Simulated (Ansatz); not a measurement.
F₃H₃Si₂ (`F[SiH2][SiH](F)F`), relaxed with RKS PBE0-D4/def2-TZVP in Ansatz 0.2.0 from a GFN2-xTB geometry. The force threshold is 0.005 eV/Å; the program also tests the step.

Charge 0, multiplicity 1.

Start:

```xyz
8

F    -1.379    1.758    0.303
Si   -0.387    0.636    0.901
Si    0.330   -0.614   -0.879
F     0.489   -2.134   -0.389
F     1.858   -0.264   -1.223
H     0.635    1.410    1.601
H    -1.221   -0.088    1.856
H    -0.325   -0.703   -2.169
```

| step | energy (eV) | largest force (eV/Å) | largest move (Å) |
| --- | --- | --- | --- |
| 1 | -23949.3815 | 1.678 | 0.000 |
| 2 | -23949.5498 | 0.562 | 0.127 |
| 3 | -23949.5606 | 0.599 | 0.099 |
| 4 | -23949.5839 | 0.135 | 0.086 |
| 5 | -23949.5884 | 0.017 | 0.078 |
| 6 (rejected) | -23949.5734 | 0.693 | 0.196 |
| 7 | -23949.5915 | 0.029 | 0.073 |
| 8 | -23949.5937 | 0.149 | 0.100 |
| 9 | -23949.5949 | 0.080 | 0.012 |
| 10 | -23949.5959 | 0.006 | 0.032 |
| 11 | -23949.5964 | 0.033 | 0.053 |
| 12 | -23949.5964 | 0.033 | 0.028 |
| 13 | -23949.5965 | 0.012 | 0.005 |
| 14 | -23949.5966 | 0.002 | 0.002 |

End:

```xyz
8

F    -1.024    2.023    0.257
Si   -0.438    0.668    0.885
Si    0.388   -0.670   -0.867
F     0.875   -2.048   -0.231
F     1.660    0.026   -1.523
H     0.639    1.018    1.845
H    -1.540   -0.030    1.595
H    -0.560   -0.987   -1.960
```

It took 50 s on 2 threads of an AMD EPYC 7R13 on a shared host and a share of an NVIDIA H100 80 GB, with 0.84 GiB of host memory at the peak.
